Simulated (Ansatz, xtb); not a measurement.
Two isomers of C3H6BNOSi

Structure X is `Bc1ncoc1[SiH3]`, a singlet and structure Y is `Bc1ncc([SiH3])o1`, a singlet. Both are isolated molecules in the gas phase, relaxed with r2SCAN-D4/def2-SVP; the shapes shown needn't be the lowest conformers.

X (Å):

```xyz
13

C    -1.3312    2.0854   -0.2371
C    -0.0044    3.0639    1.1205
C    -0.0414    1.6426   -0.5128
B    -2.6104    1.6550   -0.9598
N    -1.2543    3.0010    0.8246
O     0.8010    2.2687    0.3549
Si    0.6738    0.4338   -1.7687
H    -2.5200    0.8533   -1.8618
H    -3.6846    2.0987   -0.6452
H     0.4958    3.6556    1.8873
H     2.1464    0.3836   -1.5535
H     0.3725    0.9053   -3.1495
H     0.0785   -0.9164   -1.5633
```

Y (Å):

```yaml
atoms:
  - { symbol: C, position_ang: [-1.5171, 0.7975, -1.3857] }
  - { symbol: C, position_ang: [0.3328, 0.4965, -0.3497] }
  - { symbol: C, position_ang: [0.0353, 1.8472, -0.2441] }
  - { symbol: B, position_ang: [-2.8189, 0.6716, -2.1849] }
  - { symbol: N, position_ang: [-0.6391, -0.1330, -1.0589] }
  - { symbol: O, position_ang: [-1.1328, 2.0345, -0.8987] }
  - { symbol: Si, position_ang: [0.8874, 3.3070, 0.5678] }
  - { symbol: H, position_ang: [-3.1336, -0.4121, -2.5982] }
  - { symbol: H, position_ang: [-3.4917, 1.6506, -2.3794] }
  - { symbol: H, position_ang: [1.1978, -0.0321, 0.0534] }
  - { symbol: H, position_ang: [2.1305, 2.7821, 1.1990] }
  - { symbol: H, position_ang: [1.2211, 4.3364, -0.4574] }
  - { symbol: H, position_ang: [-0.0050, 3.9071, 1.6001] }
```

Task: Estimate E(Y) − E(X) at the level CCSD(T)/def2-SVP + ΔMP2/def2-TZVPP.

Result: Too close to call at this level: CCSD(T)/def2-SVP + ΔMP2/def2-TZVPP gives E(Y) − E(X) = +1.08 kJ/mol.

The same difference at several levels:

| level | geometry | E(Y) − E(X) (kJ/mol) | departure from the last row (kJ/mol) | job, with rough time for the two |
| --- | --- | --- | --- | --- |
| GFN2-xTB | GFN2-xTB | −5.01 | −6.09 | optimisation, 0.15 s |
| HF/STO-3G | GFN2-xTB | −2.88 | −3.96 | single point, 0.38 s |
| r2SCAN-D4/def2-SVP//GFN2-xTB | GFN2-xTB | −4.81 | −5.88 | single point, 3.2 s |
| r2SCAN-D4/def2-SVP | r2SCAN-D4/def2-SVP | −5.63 | −6.70 | optimisation, 43 s |
| HF/def2-SVP | r2SCAN-D4/def2-SVP | +6.01 | +4.94 | part of the CCSD(T) run |
| MP2/def2-SVP | r2SCAN-D4/def2-SVP | −1.72 | −2.80 | part of the CCSD(T) run |
| CCSD(T)/def2-SVP | r2SCAN-D4/def2-SVP | +1.42 | +0.34 | single point |
| CCSD(T)/def2-SVP + ΔMP2/def2-TZVPP | r2SCAN-D4/def2-SVP | +1.08 |  | single point, 47 s |

As drawn, both hold the same kinds of bond in the same numbers.

The largest departure from CCSD(T)/def2-SVP + ΔMP2/def2-TZVPP is that of r2SCAN-D4/def2-SVP, 6.70 kJ/mol. The last row adds to CCSD(T) the change of the MP2 difference between the two basis sets, here −0.34 kJ/mol.

With thermal terms from frequencies at re-optimised GFN2-xTB minima (ideal gas, soft modes damped towards free rotors, one conformer each, 298.15 K, 1 atm): the zero-point term adds +0.07 kJ/mol; ΔH is +1.19 and ΔG +0.97 kJ/mol.

The correlated steps freeze 11 core orbitals. Codes used: Ansatz 0.2.0, xtb 6.7.1; the last row on 2 threads of Intel(R) Xeon(R) 6975P-C (Granite Rapids) on a shared host.
